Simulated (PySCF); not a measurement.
# Relative stability

The two ends of one reaction step of SiNH₅F₂, singlet (PBE0-D4/def2-TZVP).

A:

```xyz
9
angstrom
Si -0.9591 -0.4036 0.5683
N 0.9243 0.6919 -0.2691
F -0.0413 -1.6680 0.1985
F -2.2603 -1.1653 1.1467
H -1.5480 0.2966 -0.5913
H 0.8449 1.7021 -0.2431
H -0.5287 0.3459 1.7661
H 1.7423 0.4265 0.2674
H 1.0852 0.4135 -1.2305
```

B:

Si1  (-0.388, -1.049, -0.478)
N2  (0.950, -0.117, -0.051)
F3  (-0.038, -2.422, -1.199)
F4  (-1.132, -1.472, 0.856)
H5  (-1.281, -0.303, -1.377)
H6  (-0.477, 2.149, 0.978)
H7  (-0.884, 2.753, 1.144)
H8  (1.553, -0.363, 0.718)
H9  (1.414, 0.471, -0.723)
(Å)

PySCF 2.14 with density fitting (its default auxiliary sets; JK sets also for MP2 and CCSD(T)); basis: def2-TZVPP; cores frozen in the correlated methods. B3LYP uses VWN-RPA correlation.

(1) Which structure is lower at CCSD(T), and by how much? (To be estimated.)

T1 diagnostic: at most 0.011.

Answers

(1) Computed: B, by 30.4 kJ/mol (electronic energy, against the other). By their contacts, A is a complex of SiH₂F₂ ([F][SiH2][F]) + NH₃ and B is a complex of SiNH₃F₂ ([NH2][SiH]([F])[F]) + H₂.

All methods give the same order:

```
   method  E(B) − E(A) (kJ/mol)
    SPW92                 -11.3
   PBE-D4                 -24.3
r2SCAN-D4                 -30.9
  PBE0-D4                 -24.8
 B3LYP-D4                 -33.9
 BHLYP-D4                 -33.5
  wB97M-V                 -29.3
       HF                 -43.1
      MP2                 -35.0
     CCSD                 -31.0
  CCSD(T)                 -30.4
```

Labels in which every atom is bracketed show which atoms are joined, not bond orders.

For scale, one of the runs: CCSD(T)/def2-TZVPP, 205 basis functions, launched by `OMP_NUM_THREADS=4 python run.py`. Hardware: 4 CPU threads of an Arm Neoverse V2, shared host. Wall time 8.1 min; peak host memory 3.1 GiB.
